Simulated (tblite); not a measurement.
Species: C6H13BOSi.
SMILES with atom numbers: `[BH2:1][Si@:2]([OH:3])([C:4]#[C:5][CH3:6])[CH2:7][CH2:8][CH3:9]` (hydrogens: H10, H11 on B1; H12 on O3; H13, H14, H15 on C6; H16, H17 on C7; H18, H19 on C8; H20, H21, H22 on C9)

Cartesian coordinates in Å at the GFN2-xTB level; atoms count from 1:
```xyz
22
C6H13BOSi angstrom
B      0.974   -2.914    0.984
Si     0.418   -1.453   -0.180
O      0.230   -2.070   -1.696
C      1.610   -0.020   -0.292
C      2.371    0.913   -0.359
C      3.281    2.036   -0.443
C     -1.220   -0.591    0.366
C     -1.714    0.456   -0.627
C     -2.965    1.172   -0.129
H      0.892   -4.033    0.661
H      1.391   -2.699    2.055
H     -0.057   -1.526   -2.425
H      3.875    1.970   -1.354
H      2.720    2.971   -0.453
H      3.952    2.037    0.416
H     -1.070   -0.110    1.334
H     -2.006   -1.336    0.510
H     -0.923    1.189   -0.802
H     -1.937   -0.024   -1.584
H     -2.756    1.695    0.802
H     -3.766    0.459    0.054
H     -3.311    1.898   -0.861
```

Computed values, GFN2-xTB/tblite, gas phase, harmonic and unscaled. The method is semi-empirical: single wavenumbers can be off by several per cent or more. Modes of hydrogen on boron can be 10 to 20 % off. One conformer, not necessarily the lowest. The optimisation stopped once no atom felt more than 0.01 eV/Å.

Lowest wavenumbers of the output (negative numbers stand for imaginary wavenumbers):
```
mode    cm-1
  1     -24.9
  2      35.3
  3      52.3
  4      61.3
  5      78.0
  6      92.6
  7     105.9
  8     174.0
```

Is this structure a minimum?

Not by this Hessian. 1 mode is imaginary beyond 20i (25i cm⁻¹), so at this level the point lies at or near a first-order saddle. The curvature is small, so loose convergence or finite differences may be the whole cause.

Which atoms move in the imaginary mode?

25i: H14 (methyl hydrogen) 33 %, H15 (methyl hydrogen) 33 %, H13 (methyl hydrogen) 33 %. These are shares of the mass-weighted motion.

What is the remedy?

Step along that mode in both directions, optimise again with tighter thresholds and repeat the frequencies. The zero-point energy of this point (108.9 kcal/mol) counts the 59 real modes alone, and thermal corrections from it aren't those of a minimum.

On Arm Neoverse V1, one thread, shared host with 32 logical CPUs at a one-minute load of 13, this took 1.1 s of wall time. The figure is for the frequency step alone.
